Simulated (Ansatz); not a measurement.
Start from `C=C([SiH3])[NH][AlH2]` and change one atom or group to get `C=C([SiH3])BC`.

Ansatz, PBE0-D4/def2-TZVP geometries, multiplicity 1. Each molecule was computed in one conformer, which needn't be the lowest.

```tsv
property	`C=C([SiH3])[NH][AlH2]`
LUMO energy (ωB97M-V/def2-TZVPP) / eV	0.44
HOMO energy (ωB97M-V/def2-TZVPP) / eV	-8.55
HOMO–LUMO gap (B3LYP/def2-TZVPP) / eV	4.82
HOMO–LUMO gap (ωB97M-V/def2-TZVPP) / eV	8.98
LUMO energy (PBE0/def2-TZVPP) / eV	-1.17
LUMO energy (B3LYP/def2-TZVPP) / eV	-1.37
```

Question: Give the same properties after the change, and the shifts. (Best estimate.)

Answer: Ansatz gave: 
```json
{"property": "LUMO energy (ωB97M-V/def2-TZVPP) / eV", "`C=C([SiH3])BC`": "0.20", "shift": "-0.24"}
{"property": "HOMO energy (ωB97M-V/def2-TZVPP) / eV", "`C=C([SiH3])BC`": "-10.43", "shift": "-1.88"}
{"property": "HOMO–LUMO gap (B3LYP/def2-TZVPP) / eV", "`C=C([SiH3])BC`": "5.97", "shift": "1.15"}
{"property": "HOMO–LUMO gap (ωB97M-V/def2-TZVPP) / eV", "`C=C([SiH3])BC`": "10.62", "shift": "1.64"}
{"property": "LUMO energy (PBE0/def2-TZVPP) / eV", "`C=C([SiH3])BC`": "-1.85", "shift": "-0.68"}
{"property": "LUMO energy (B3LYP/def2-TZVPP) / eV", "`C=C([SiH3])BC`": "-2.05", "shift": "-0.68"}
```

With PBE0 the HOMO falls by 1.80 eV and the LUMO falls by 0.68 eV, so the gap widens by about 1.12 eV. PBE moves the HOMO by -1.51 eV and ωB97M-V by -1.88 eV.

B3LYP here is the variant with VWN-RPA as its local correlation; programs differ in this.
